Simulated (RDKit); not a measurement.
Job for RDKit: MMFF94 on C3H10Si (a complex), monomers drawn apart or pushed together.

```python
from rdkit import Chem
from rdkit.Chem import AllChem, rdDetermineBonds

blocks = [
'''6

C     0.49074101   -0.01534055    0.01815899
C    -0.80890597    0.21795925    0.12473274
H     1.21802277    0.54424305    0.59331307
H     0.88058685   -0.77579937   -0.64766258
H    -1.53757281   -0.34111743   -0.44987396
H    -1.19579271    0.97847724    0.79194922
''',
'''8

C    -0.78592374   -0.99863500    3.43754277
Si    0.50760298    0.35432103    3.52837477
H    -1.74005751   -0.65227413    3.83911113
H    -0.47453006   -1.87217219    4.01326769
H    -0.94126480   -1.30664632    2.40296967
H     0.07667158    1.55182830    2.76592443
H     1.79946773   -0.10987235    2.96697308
H     0.73673606    0.76578729    4.93581171
''',
]
mol = None
for b in blocks:
    f = Chem.MolFromXYZBlock(b)
    rdDetermineBonds.DetermineBonds(f, charge=0)
    mol = f if mol is None else Chem.CombineMols(mol, f)
Chem.SanitizeMol(mol)
print(Chem.MolToSmiles(Chem.RemoveHs(mol)))
ff = AllChem.MMFFGetMoleculeForceField(mol, AllChem.MMFFGetMoleculeProperties(mol), nonBondedThresh=100.0, ignoreInterfragInteractions=False)
e = ff.CalcEnergy()
print(f'MMFF94 energy {e:.6f} kcal/mol')
```

Program output:

```
C=C.C[SiH3]
MMFF94 energy 12.008875 kcal/mol
```

The run finished.

Cost: around 0.04 core-seconds (rough).
